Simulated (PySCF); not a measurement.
Dipole polarisabilities along group 14

Calculated with PySCF 2.14 for the ground configurations, without spin-orbit coupling: coupled response for Hartree-Fock and DFT. Mean α in bohr³, C₆ of like pairs in atomic units.

```tsv
species	α UHF	α PBE	α PBE0	α recommended (Schwerdtfeger and Nagle)	C₆ UHF	C₆ PBE	C₆ PBE0
C [He] 2s2 2p2 (aug-cc-pVQZ with one added diffuse shell each of s, p, d, f, g type, non-relativistic)	11.97	13.59	12.74	11.3 ± 0.4	46.35	55.01	50.89
Si [Ne] 3s2 3p2 (aug-cc-pV(Q+d)Z with one added diffuse shell each of s, p, d, f, g type, non-relativistic)	38.47	41.87	39.88	37.3 ± 0.7	316.0	343.4	325.7
Ge [Ar] 3d10 4s2 4p2 (aug-cc-pVQZ-PP with one added diffuse shell each of s, p, d, f, g type with ECP10MDF, ECP)	41.28	46.51	43.59	40 ± 1	361.4	405.3	378.4
Sn [Kr] 4d10 5s2 5p2 (aug-cc-pVQZ-PP with one added diffuse shell each of s, p, d, f, g type with ECP28MDF, ECP)	57.17	62.23	58.77	53 ± 6	631.3	676.3	638.2
Pb [Xe] 4f14 5d10 6s2 6p2 (aug-cc-pVQZ-PP with one added diffuse shell each of s, p, d, f, g type with ECP60MDF, ECP)	62.87	70.04	65.46	47 ± 3	741.1	814.6	760.2
```

Hartree-Fock lacks correlation. PBE lies above the recommended values here, as self-interaction makes its density too diffuse. All values carry a basis error, and heavy open shells lack spin-orbit coupling.
